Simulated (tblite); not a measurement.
C₃H₇O₂ (SMILES COCC[O]), doublet, geometry from GFN2-xTB; tblite 0.6.0 with IPEA1-xTB.

tblite was given this input:
```
$ tblite run mol.xyz --method ipea1 --charge 0 --spin 1 --json tblite.json --no-restart

# file mol.xyz
12

C      1.99023248     0.40467319     0.01228498
O      1.12307932    -0.62263764    -0.39845659
C     -0.16768770    -0.23805746    -0.67488860
C     -1.05351121    -0.05487559     0.66183113
O     -2.24162257     0.37092892     0.35792977
H      2.00415331     1.22731933    -0.71077847
H      1.69374747     0.80150983     0.99152291
H      2.98130173    -0.03750718     0.09120019
H     -0.64115609    -1.04556706    -1.23494497
H     -0.23155284     0.70585661    -1.22781825
H     -1.01524996    -1.01885081     1.20686636
H     -0.45709912     0.71046824     1.21280186
```

Q: Write the output that tblite gives for this input, abridged.

A: 
```
xTB calculator
 | screened Coulomb repulsion
 | Coulomb electrostatics
 |  * isotropic Klopman-Ohno-Mataga-Nishimoto electrostatics
 |  * onsite third-order electrostatics
 | DFT-D3(BJ) dispersion correction

halogen bonding energy    0.0000000000000E+00 Eh
repulsion energy          2.1670273899635E-01 Eh
dispersion energy        -3.2647294081943E-03 Eh
number of electrons       3.1000000000000E+01 e
integral cutoff           4.0000000000000E+01 bohr

------------------------------------------------------------
  cycle        total energy    energy error   density error
------------------------------------------------------------
      1     -20.24766019050  -2.0461098E+01   4.4972862E-01
      2     -20.40579846935  -1.5813828E-01   3.1461106E-01
      3     -20.43833794110  -3.2539472E-02   1.8254726E-01
      4     -20.54603219039  -1.0769425E-01   3.4075787E-02
      5     -20.55366365930  -7.6314689E-03   9.2974848E-03
      6     -20.55395663264  -2.9297334E-04   2.3495905E-03
      7     -20.55397565736  -1.9024719E-05   1.1534592E-03
      8     -20.55397674104  -1.0836776E-06   5.8231375E-04
      9     -20.55397837773  -1.6366947E-06   1.0193365E-04
     10     -20.55397840615  -2.8417002E-08   5.0332133E-05
     11     -20.55397842098  -1.4833500E-08   5.4868014E-06
------------------------------------------------------------

electronic energy        -2.0767416430570E+01 Eh
total energy             -2.0553978420982E+01 Eh

Post processing:
 | Mayer-Wiberg bond orders

[Info] JSON dump of results written to 'tblite.json'
```
